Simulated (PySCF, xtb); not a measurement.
Al(Me)3 (C₃H₉Al), SMILES [CH3][Al]([CH3])[CH3].

Harmonic wavenumbers (cm⁻¹) from GFN2-xTB run with xtb at its own minimum, in rising order: 40, 46, 65, 123, 123, 177, 473, 474, 474, 501, 555, 556, 652, 694, 694, 1303, 1303, 1311, 1455, 1455, 1455, 1463, 1463, 1465, 2919, 2920, 2921, 2923, 2924, 2926, 2933, 2938, 2938.

Problem. What does PBE-D3(BJ)/def2-SVP (PySCF) give at its own minimum? (Estimate from the structure and the level; the computed values follow.)

Solution. 19, 19, 44, 161, 161, 174, 502, 522, 522, 563, 624, 624, 690, 734, 734, 1161, 1161, 1162, 1373, 1373, 1376, 1377, 1377, 1379, 2954, 2954, 2955, 3036, 3036, 3036, 3065, 3065, 3065. Paired by order, the mean absolute difference is 71 cm⁻¹ and the zero-point energies are 63.8 and 64.3 kcal/mol.
